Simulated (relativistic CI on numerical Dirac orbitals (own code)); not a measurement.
**Line list: Electric-dipole lines, Ag25+**

Computed by Dirac-Coulomb-Breit CI, separate exchange-only KLI orbitals for each configuration, model QED, unscaled Slater integrals (own radial code, finite nucleus).

CI space (outside the closed core [Ne]): 3s²3p⁶3d⁴, 3s²3p⁵3d⁵, 3s3p⁶3d⁵, 3s²3p⁶3d³4s, 3s²3p⁶3d³4p, 3s²3p⁶3d³4d, 3s²3p⁶3d³4f, 3s²3p⁵3d⁴4s, 3s²3p⁵3d⁴4p, 3s²3p⁶3d²4s4p, 3s3p⁶3d⁴4s, 3s²3p⁶3d³5s, 3s²3p⁶3d³5p, 3s3p⁶3d⁴4p, 3p⁶3d⁵4p, 3s²3p⁶3d³5d, 3s²3p⁶3d³5g, 3s3p⁶3d⁴4d, 3s²3p⁶3d³6s, 3p⁶3d⁶, 3p⁵3d⁷, 3s²3p⁶3d²4s², 3s²3p⁶3d4s²4p, 3s²3p⁶3d4s²4d, 3s²3p⁶3d4s²4f, 3p⁶3d⁵4s, 3p⁵3d⁶4s, 3s²3p⁶3d²4p², 3s²3p⁶3d4s4p², 3s²3p⁶3d4p³, 3s²3p⁶3d4p²4d, 3s²3p⁶3d4p²4f, 3s²3p⁶3d²4s4d, 3s²3p⁶3d4s4p4d, 3s²3p⁶3d4s4d², 3s²3p⁶3d4s4d4f, 3p⁶3d⁵4d, 3p⁵3d⁶4d, 3s²3p⁶3d²4d², 3s²3p⁶3d4p4d², 3s²3p⁶3d4d³, 3s²3p⁶3d4d²4f, 3s3p⁶3d³4s², 3s3p⁶3d²4s²4p, 3s3p⁶3d²4s²4d, 3s3p⁶3d²4s²4f. Double excitations out of closed p, d and f shells are left out; levels of such configurations are missing from the list, as are those of other unlisted configurations, and high levels can miss mixing partners. These lack a partner that the ground configuration has and come out too high: 3s²3p⁵3d⁴4p.

```tsv
λ vac (Å)	Lower	Upper	A (s⁻¹)	log gf	S velocity/length
51.512	3s²3p⁶3d⁴ ³H5 [9]	3s²3p⁵3d⁵ ³F°4 [231]	3.53e+11	0.10	0.65
52.720	3s²3p⁶3d⁴ ³H6 [12]	3s²3p⁵3d⁵ ³G°5 [227]	8.59e+11	0.60	0.64
52.852	3s²3p⁶3d⁴ ³H5 [9]	3s²3p⁵3d⁵ ³G°4 [223]	3.33e+11	0.10	0.64
53.204	3s²3p⁶3d⁴ ³H4 [7]	3s²3p⁵3d⁵ ³D°3 [215]	5.33e+11	0.20	0.65
53.268	3s²3p⁶3d⁴ ³G4 [13]	3s²3p⁵3d⁵ ³F°3 [226]	3.13e+11	-0.03	0.64
53.322	3s²3p⁶3d⁴ ³H6 [12]	3s²3p⁵3d⁵ ¹H°5 [221]	3.75e+11	0.25	0.64
53.353	3s²3p⁶3d⁴ ¹I6 [20]	3s²3p⁵3d⁵ ¹H°5 [233]	1.38e+12	0.81	0.64
53.529	3s²3p⁶3d⁴ ³G4 [13]	3s²3p⁵3d⁵ ³D°3 [224]	3.42e+11	0.01	0.64
53.600	3s²3p⁶3d⁴ ³G5 [18]	3s²3p⁵3d⁵ ³F°4 [229]	1.02e+12	0.60	0.64
53.653	3s²3p⁶3d⁴ ⁵D4 [5]	3s²3p⁵3d⁵ ³F°3 [206]	1.59e+11	-0.32	0.64
53.928	3s²3p⁶3d⁴ ¹G4 [31]	3s²3p⁵3d⁵ ¹F°3 [246]	1.10e+12	0.53	0.64
54.286	3s²3p⁶3d⁴ ¹G4 [23]	3s²3p⁵3d⁵ ¹F°3 [232]	5.99e+11	0.27	0.64
54.345	3s²3p⁶3d⁴ ⁵D4 [5]	3s²3p⁵3d⁵ ³D°3 [199]	3.43e+11	0.03	0.65
54.463	3s²3p⁶3d⁴ ³F3 [29]	3s²3p⁵3d⁵ ³D°2 [244]	6.61e+11	0.17	0.65
55.177	3s²3p⁶3d⁴ ³F4 [27]	3s²3p⁵3d⁵ ³F°3 [239]	4.78e+11	0.18	0.64
55.266	3s²3p⁶3d⁴ ³F4 [27]	3s²3p⁵3d⁵ ¹F°3 [238]	4.88e+11	0.19	0.63
55.463	3s²3p⁶3d⁴ ³G3 [8]	3s²3p⁵3d⁵ ³D°2 [207]	4.25e+11	-0.01	0.64
55.601	3s²3p⁶3d⁴ ³F2 [28]	3s²3p⁵3d⁵ ³F°2 [240]	6.09e+11	0.15	0.67
55.942	3s²3p⁶3d⁴ ¹G4 [31]	3s²3p⁵3d⁵ ¹G°4 [241]	7.44e+11	0.50	0.66
55.977	3s²3p⁶3d⁴ ³H5 [9]	3s²3p⁵3d⁵ ¹G°4 [203]	3.15e+11	0.12	0.63
56.070	3s²3p⁶3d⁴ ⁵D2 [3]	3s²3p⁵3d⁵ ⁵P°2 [175]	3.19e+11	-0.12	0.65
56.083	3s²3p⁶3d⁴ ¹G4 [23]	3s²3p⁵3d⁵ ³G°4 [223]	3.43e+11	0.16	0.67
56.096	3s²3p⁶3d⁴ ¹I6 [20]	3s²3p⁵3d⁵ ¹I°6 [216]	8.04e+11	0.69	0.67
56.332	3s²3p⁶3d⁴ ³G5 [18]	3s²3p⁵3d⁵ ³G°5 [213]	2.31e+11	0.08	0.68
56.333	3s²3p⁶3d⁴ ³F4 [27]	3s²3p⁵3d⁵ ³F°4 [231]	5.42e+11	0.37	0.66
56.586	3s²3p⁶3d⁴ ⁵D3 [4]	3s²3p⁵3d⁵ ⁵P°2 [175]	4.79e+11	0.06	0.64
57.619	3s²3p⁶3d⁴ ³H6 [12]	3s²3p⁵3d⁵ ¹I°6 [194]	4.35e+11	0.45	0.66
57.714	3s²3p⁶3d⁴ ³H5 [9]	3s²3p⁵3d⁵ ³G°4 [189]	2.34e+11	0.02	0.63
58.170	3s²3p⁶3d⁴ ³G4 [13]	3s²3p⁵3d⁵ ³G°4 [193]	2.57e+11	0.07	0.66
58.294	3s²3p⁶3d⁴ ³H5 [9]	3s²3p⁵3d⁵ ³H°5 [182]	3.71e+11	0.32	0.66
58.380	3s²3p⁶3d⁴ ³H6 [12]	3s²3p⁵3d⁵ ³H°6 [187]	2.13e+11	0.15	0.65
59.626	3s²3p⁶3d⁴ ⁵D1 [2]	3s²3p⁵3d⁵ ⁵P°1 [145]	3.42e+11	-0.26	0.63
60.349	3s²3p⁶3d⁴ ³H5 [9]	3s²3p⁵3d⁵ ³H°5 [170]	1.18e+11	-0.15	0.65
60.404	3s²3p⁶3d⁴ ⁵D2 [3]	3s²3p⁵3d⁵ ⁵P°1 [145]	4.30e+11	-0.15	0.63
60.709	3s²3p⁶3d⁴ ³F4 [15]	3s²3p⁵3d⁵ ³F°4 [174]	2.19e+11	0.04	0.65
60.883	3s²3p⁶3d⁴ ³H4 [7]	3s²3p⁵3d⁵ ³H°4 [155]	1.40e+11	-0.16	0.65
61.874	3s²3p⁶3d⁴ ⁵D4 [5]	3s²3p⁵3d⁵ ³G°4 [141]	1.14e+11	-0.23	0.66
62.374	3s²3p⁶3d⁴ ³H4 [7]	3s²3p⁵3d⁵ ³F°4 [149]	2.48e+11	0.12	0.64
63.770	3s²3p⁶3d⁴ ⁵D4 [5]	3s²3p⁵3d⁵ ³G°5 [123]	7.61e+10	-0.29	0.68
64.299	3s²3p⁶3d⁴ ⁵D3 [4]	3s²3p⁵3d⁵ ⁵D°3 [117]	1.02e+11	-0.35	0.66
65.478	3s²3p⁶3d⁴ ⁵D4 [5]	3s²3p⁵3d⁵ ⁵D°4 [110]	1.23e+11	-0.15	0.64
67.870	3s²3p⁶3d⁴ ⁵D4 [5]	3s²3p⁵3d⁵ ³G°5 [90]	1.28e+11	-0.01	0.67
68.894	3s²3p⁶3d⁴ ³H6 [12]	3s²3p⁵3d⁵ ³H°6 [113]	9.33e+10	-0.06	0.63
72.162	3s²3p⁶3d⁴ ³H6 [12]	3s²3p⁵3d⁵ ¹K°7 [88]	8.19e+10	-0.02	0.68
80.346	3s²3p⁵3d⁵ ⁵H°7 [46]	3s3p⁶3d⁵ ⁵G6 [253]	1.75e+11	0.34	0.78
```

Terms are leading LS components. Brackets give the number of a level in order of energy, since labels repeat. The list gives strong lines, with weight on those to low levels, among the lowest 400 of 10265 levels, so that lines to higher ones, which can be the strongest, are missing. Levels whose partners in the same complex of configurations lie outside the list can be far off, and so can their lines. Rates are taken at the computed energies, electric ones in the length gauge. A velocity-to-length ratio far from 1 marks an uncertain rate.

At this charge energies of transitions that change n are usually good to better than 1 %, and those within a shell (Δn = 0) to a few per cent. Terms inside the open d or f shell come out 10 to 20 % too wide with unscaled integrals.

LS names give the leading component of a level, which can be under half, so a name can repeat, a term be missing and a line seem to break the LS rules.
